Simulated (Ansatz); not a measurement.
Diatomic GeP, multiplicity 2 (lowest of 2S+1 = 2, 4 at CCSD(T)/def2-TZVPP on PBE0 minima; our sources give no spin for the ground state, which may be another). No spin–orbit coupling. Ge is treated without relativity. The T1 diagnostic near the minimum is 0.047, so single-reference values are doubtful.

Constants: fifth-degree fit in 1/R to seven points, most abundant isotopes. In def2 and cc sets the state is the lowest found near the PBE0 minimum, followed along R.

Programs: Ansatz (a first-principles code). Values without a source in brackets are computed.

Energies at PBE0/def2-TZVPP:

```json
[
 {"R (Å)": "1.994860", "E (hartree)": "-2417.90312268"},
 {"R (Å)": "2.048485", "E (hartree)": "-2417.90942854"},
 {"R (Å)": "2.097821", "E (hartree)": "-2417.91246871"},
 {"R (Å)": "2.153591", "E (hartree)": "-2417.91331434"},
 {"R (Å)": "2.209361", "E (hartree)": "-2417.91194790"},
 {"R (Å)": "2.273711", "E (hartree)": "-2417.90823017"},
 {"R (Å)": "2.348787", "E (hartree)": "-2417.90178930"}
]
```

With a reduced mass of 21.8277 u, find the minimum, the force constant and the constants.

A fifth-degree polynomial in 1/R puts the minimum at r_e = 2.1450 Å with force constant 321 N/m. Then ω_e = (1/2πc)√(k/μ) = 499 cm⁻¹ and B_e = h/(8π²cμr_e²) = 0.1679 cm⁻¹; the cubic and quartic terms give α_e = 0.00065 and ω_e x_e = 1.5 cm⁻¹.
